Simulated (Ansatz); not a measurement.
Program: Ansatz. Geometries: PBE0-D4/def2-TZVP. ΔE: electronic, gas phase. CCSD(T)/CBS is the MP2 limit (def2-TZVPP, def2-QZVPP) plus CCSD(T) − MP2 in def2-TZVPP, frozen cores. Functionals use def2-TZVPP. Each species was taken in one conformer, which may not be the lowest.

Consider the redistribution: `C=N[SiH2]S` + `BCN[SiH3]` → `C=N[SiH2]N[SiH3]` + `BCS`.

`C=N[SiH2]S`:

```xyz
9

C    -1.078   -0.329   -1.406
N    -0.562    0.452   -0.565
Si    0.836    0.071    0.396
S     0.311    0.021    2.457
H    -0.698   -1.339   -1.628
H    -1.964   -0.022   -1.974
H     1.840    1.123    0.116
H     1.392   -1.284    0.116
H    -0.078    1.307    2.488
```

`BCN[SiH3]`:

Z-matrix (Å, degrees):
```
C
N 1 1.443
B 1 1.545 2 118.2
H 1 1.112 2 112.6 3 -120.0
H 1 1.103 2 111.3 3 125.4
Si 2 1.713 1 124.6 3 177.4
H 2 1.006 1 114.5 3 10.6
H 3 1.196 1 118.7 2 176.4
H 3 1.200 1 121.8 2 -5.5
H 6 1.486 2 107.3 1 178.2
H 6 1.490 2 110.5 1 58.0
H 6 1.494 2 113.5 1 -61.3
```

`C=N[SiH2]N[SiH3]`:

```xyz
13

C     2.502    0.090    0.767
N     1.721    0.739    0.025
Si    0.056    1.061    0.435
N    -1.019    0.451   -0.756
Si   -1.725   -1.123   -0.831
H     2.215   -0.338    1.742
H     3.541   -0.086    0.465
H    -0.292    0.421    1.737
H    -0.072    2.538    0.501
H    -1.133    1.031   -1.576
H    -1.203   -1.924   -1.971
H    -1.387   -1.809    0.442
H    -3.204   -1.049   -0.980
```

`BCS`:

Z-matrix (Å, degrees):
```
C
S 1 1.811
B 1 1.548 2 119.2
H 1 1.103 2 109.6 3 -120.2
H 1 1.095 2 108.4 3 126.7
H 2 1.341 1 97.1 3 11.3
H 3 1.198 1 118.3 2 171.7
H 3 1.197 1 122.4 2 -10.8
```

```csv
species,BHLYP-D4 energy (Eh)
`C=N[SiH2]S`,-783.57872
`BCN[SiH3]`,-411.98943
`C=N[SiH2]N[SiH3]`,-731.45547
`BCS`,-464.12530
```

(1) Work out ΔE.

Largest T1 diagnostic among the species: 0.013.

Answers

(1) ΔE = (-731.45547) + (-464.12530) − (-783.57872) − (-411.98943) = -0.01262 Eh = -33.1 kJ/mol. CCSD(T)/CBS gives -34.1 kJ/mol.

From PBE to PBE0 (25 % exact exchange), in def2-TZVPP and without D4, ΔE moves by −3.6 kJ/mol. At CCSD(T), def2-SVP lies +12.4 kJ/mol from the extrapolated value and def2-TZVPP +0.0 kJ/mol.
